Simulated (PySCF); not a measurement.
```xyz
7

C      1.1581     0.0915    -0.0085
Ge    -0.7543    -0.0714     0.0091
H      1.7297     0.0415    -0.9285
H      1.7283     0.2737     0.8953
H     -1.2331    -0.4870     1.4095
H     -1.2062    -1.1191    -1.0228
H     -1.4225     1.2707    -0.3542
```

Charge 0, multiplicity 2.

### Question
Give the Mulliken and meta-Löwdin atomic charges from PBE-D3(BJ)/def2-TZVP // PBE0-D4/def2-TZVP in PySCF 2.14.0.

### Answer

```json
[
 {"atom": "C1", "Mulliken (e)": "-0.36", "meta-Löwdin (e)": "-0.43"},
 {"atom": "Ge2", "Mulliken (e)": "0.10", "meta-Löwdin (e)": "0.30"},
 {"atom": "H3", "Mulliken (e)": "0.14", "meta-Löwdin (e)": "0.14"},
 {"atom": "H4", "Mulliken (e)": "0.14", "meta-Löwdin (e)": "0.14"},
 {"atom": "H5", "Mulliken (e)": "-0.01", "meta-Löwdin (e)": "-0.05"},
 {"atom": "H6", "Mulliken (e)": "0.00", "meta-Löwdin (e)": "-0.05"},
 {"atom": "H7", "Mulliken (e)": "0.00", "meta-Löwdin (e)": "-0.05"}
]
```
